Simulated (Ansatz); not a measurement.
Reaction (silylene loss): `[SiH3][Sn]([Cl])([Cl])[Cl]` → `[Cl][SnH]([Cl])[Cl]` + `[SiH2]`

Computed with Ansatz on PBE0-D4/def2-TZVP structures; ΔE is electronic, products minus reactants. CBS: MP2 limit from def2 TZ/QZ plus the TZ coupled-cluster correction, frozen cores. This one scheme is used for every species. Functionals use def2-TZVPP. B3LYP here is the variant with VWN-RPA as its local correlation; programs differ in this. HSE06 is defined as in plane-wave codes. def2 core potentials past Kr. For Sn outer-core shells are correlated without core-valence functions, which leaves a few kJ/mol of doubt a bond.

`[SiH3][Sn]([Cl])([Cl])[Cl]`:

```xyz
8

Si   -1.273    0.617    0.351
Sn    0.967   -0.469   -0.266
Cl    2.596    1.083   -0.817
Cl    1.857   -1.740    1.454
Cl    0.804   -1.892   -2.087
H    -1.718    1.390   -0.831
H    -1.022    1.492    1.520
H    -2.211   -0.481    0.677
```

`[Cl][SnH]([Cl])[Cl]`:

Z-matrix (Å, degrees):
```
Sn
Cl 1 2.300
Cl 1 2.300 2 107.4
Cl 1 2.300 2 107.4 3 115.3
H 1 1.692 2 111.5 3 -122.4
```

`[SiH2]`:

Cartesian coordinates in Å:
```
Si -0.517 0.019 -0.489
H 0.886 0.610 -0.396
H -0.369 -0.629 0.885
```

| level | ΔE (eV) | difference from CCSD(T)/CBS |
| --- | --- | --- |
| LDA (SPW92) | 3.25 | 0.32 |
| PBE-D4 | 3.04 | 0.11 |
| revPBE-D4 | 2.96 | 0.03 |
| BLYP-D4 | 2.85 | -0.08 |
| r2SCAN-D4 | 3.15 | 0.22 |
| B97M-V | 2.78 | -0.15 |
| PBE0-D4 | 3.09 | 0.16 |
| B3LYP-D4 | 2.92 | -0.01 |
| r2SCANh-D4 | 3.15 | 0.22 |
| HSE06-D4 | 3.09 | 0.16 |
| BHLYP-D4 | 2.99 | 0.06 |
| ωB97X-V | 2.99 | 0.06 |
| ωB97M-V | 2.84 | -0.09 |
| B2PLYP | 2.87 | -0.06 |
| PBE-QIDH | 3.08 | 0.15 |
| PBE | 2.95 | 0.02 |
| revPBE | 2.80 | -0.13 |
| r2SCAN | 3.12 | 0.19 |
| PBE0 | 3.00 | 0.07 |
| B3LYP | 2.78 | -0.15 |
| r2SCANh | 3.12 | 0.19 |
| r2SCAN0 | 3.12 | 0.19 |
| HSE06 | 3.01 | 0.08 |
| BHLYP | 2.84 | -0.09 |
| CAM-B3LYP | 2.84 | -0.09 |
| LC-ωPBE | 3.04 | 0.11 |
| RPA@PBE/def2-TZVPP | 2.61 | -0.32 |
| HF/def2-SVP | 2.64 | -0.29 |
| MP2/def2-SVP | 2.91 | -0.02 |
| CCSD/def2-SVP | 2.67 | -0.26 |
| CCSD(T)/def2-SVP | 2.72 | -0.21 |
| HF/def2-TZVPP | 2.64 | -0.29 |
| MP2/def2-TZVPP | 3.05 | 0.12 |
| SCS-MP2/def2-TZVPP | 2.90 | -0.03 |
| CCSD/def2-TZVPP | 2.76 | -0.17 |
| CCSD(T)/def2-TZVPP | 2.81 | -0.12 |
| MP2/def2-QZVPP | 3.11 | 0.18 |
| HF/CBS(def2) | 2.64 | -0.29 |
| MP2/CBS(def2) | 3.16 | 0.23 |
| CCSD/CBS(def2) | 2.88 | -0.05 |
| CCSD(T)/CBS | 2.93 | 0 |

Largest T1 diagnostic among the species: 0.014.

From BLYP to BHLYP (50 % exact exchange), in def2-TZVPP and without D4, ΔE moves by +0.16 eV. The D4 term adds +0.15 eV with B3LYP and +0.08 eV with PBE0; it sums over pairs of atoms, weighted by their polarisabilities, and B3LYP, whose exchange is more repulsive, gets the larger term.
